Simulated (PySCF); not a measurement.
Si(Me)3(NMe2), C₅H₁₅NSi, SMILES CN(C)[Si](C)(C)C, GFN2-xTB optimised geometry.

```
22

C      1.59     0.56     0.87
N      0.83    -0.31     0.00
C      1.59    -1.49    -0.35
Si    -0.90    -0.31     0.00
C     -1.69    -1.21     1.50
C     -1.48     1.50     0.00
C     -1.48    -1.17    -1.60
H      1.01     1.46     1.08
H      1.84     0.07     1.82
H      2.52     0.85     0.38
H      1.83    -2.10     0.53
H      1.01    -2.10    -1.04
H      2.52    -1.20    -0.84
H     -1.39    -0.75     2.44
H     -2.78    -1.19     1.46
H     -1.39    -2.25     1.54
H     -0.91     2.10    -0.71
H     -1.37     1.96     0.98
H     -2.52     1.57    -0.28
H     -2.52    -0.96    -1.79
H     -1.38    -2.25    -1.54
H     -0.91    -0.84    -2.46
```

Density from PBE0/def2-SVP run with PySCF at that geometry.

Minimum of the electron density along straight lines between bonded atoms, close to the bond critical point (lines longer than 1.1 times the sum of covalent radii, or with two minima, are not listed):

```
bond    length / Å  ρ at the minimum / e bohr⁻³  ∇²ρ there / e bohr⁻⁵  position (fraction from the first atom)
------  ----------  ---------------------------  --------------------  ---------------------------------------
C1–N2        1.443                        0.273                 -0.78                                     0.39
N2–C3        1.443                        0.273                 -0.78                                     0.61
N2–Si4       1.734                        0.121                  0.71                                     0.60
Si4–C5       1.918                        0.108                  0.31                                     0.38
Si4–C6       1.905                        0.110                  0.32                                     0.38
Si4–C7       1.905                        0.110                  0.32                                     0.38
C1–H8        1.085                        0.282                 -1.06                                     0.63
C1–H9        1.098                        0.274                 -0.99                                     0.62
C1–H10       1.094                        0.276                 -1.01                                     0.63
C3–H11       1.098                        0.274                 -0.99                                     0.62
C3–H12       1.085                        0.282                 -1.06                                     0.63
C3–H13       1.094                        0.276                 -1.01                                     0.63
C5–H14       1.087                        0.270                 -0.95                                     0.62
C5–H15       1.086                        0.271                 -0.96                                     0.62
C5–H16       1.087                        0.270                 -0.95                                     0.62
C6–H17       1.085                        0.272                 -0.97                                     0.62
C6–H18       1.085                        0.271                 -0.96                                     0.62
C6–H19       1.085                        0.271                 -0.96                                     0.62
C7–H20       1.085                        0.271                 -0.96                                     0.62
C7–H21       1.085                        0.271                 -0.96                                     0.62
C7–H22       1.085                        0.272                 -0.97                                     0.62
```
